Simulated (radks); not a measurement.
Values are calculated unless marked as measured or tabulated.
Coulomb parameter of the 3d shell of the nickel ion Ni3+ in the model configuration [Ar] 3d6 4s1, as a second difference U = [E(n + 0.5) + E(n - 0.5) - 2 E(n)] / (0.5)^2 with all orbitals relaxed. "Bare": the charge of the atom changes with n. "Screened": the 4s shell takes up the change at fixed total charge, which measures U(3d,3d) + U(4s,4s) - 2 U(3d,4s). Code: a radial shooting solver on a logarithmic mesh with Libxc functionals. Model: scalar-relativistic Kohn-Sham, BLYP, spin-unpolarised, spherical densities, point nucleus.

case              configuration  E - E(n) (eV)
start              [Ar] 3d6 4s1          0.000
bare +0.5        [Ar] 3d6.5 4s1        -24.846
bare -0.5        [Ar] 3d5.5 4s1         30.172
screened +0.5  [Ar] 3d6.5 4s0.5         -8.566
screened -0.5  [Ar] 3d5.5 4s1.5          9.985

U(bare) = 21.305 eV, U(screened by 4s) = 5.677 eV, against the Slater integral F0(3d,3d) = 29.372 eV with frozen orbitals.
